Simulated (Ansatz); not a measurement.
Ansatz (a first-principles code) input (HF/def2-QZVPPD):
A basis named .json is the Basis Set Exchange file of that set.

Ansatz 0.2 input:
```yaml
crystal:
  periodic: [false, false, false]
  atoms:
    - {symbol: Y, position_ang: [-0.08806314, 0.31507353, 0.30485061]}
    - {symbol: F, position_ang: [-0.83464583, -1.55936178, -0.29091646]}
    - {symbol: F, position_ang: [0.08018695, 1.57714663, -1.12630298]}
    - {symbol: F, position_ang: [1.13606582, -1.38310346, 0.09620013]}
basis:
  gaussian:
    orbitals: def2-QZVPPD.json
hamiltonian:
  xc: hf
total_charge: 1
magnetization: {spin_polarized: true, initial_magnetization: 1}
```

End of the output:

```
integrals: 0.18 GiB planned
1325 factors; their error is unknown
mean field: 1.51 GiB planned
mean field evaluation 1: about -9139.6036 eV, gradient 5.3e1 eV
mean field evaluation 2: about -9143.7309 eV, gradient 4.2e1 eV
mean field evaluation 4: about -9148.2077 eV, gradient 1.8e0 eV
mean field evaluation 8: about -9148.2271 eV, gradient 7.2e-2 eV
mean field evaluation 16: about -9148.2948 eV, gradient 6.4e-3 eV
mean field evaluation 32: about -9148.3513 eV, gradient 1.2e0 eV
mean field evaluation 64: about -9147.4041 eV, gradient 4.8e-1 eV
mean field evaluation 96: about -9146.8959 eV, gradient 9.7e-1 eV
mean field evaluation 128: about -9148.2948 eV, gradient 2.4e-2 eV
mean field -9148.38276919 eV, -336.1968657710 hartree, gradient 3.0e-5 eV, S^2 0.771314; 4 other end points of the search recorded, 0 dependent functions left out
reference -9148.38276919 eV, -336.1968657710 hartree; 19, 18 occupied and 260, 261 virtual orbitals, 1325 factors
Total energy: -9148.38276919 eV, -336.1968657710 hartree
```

The spin state was set by rule; other spins were not relaxed.
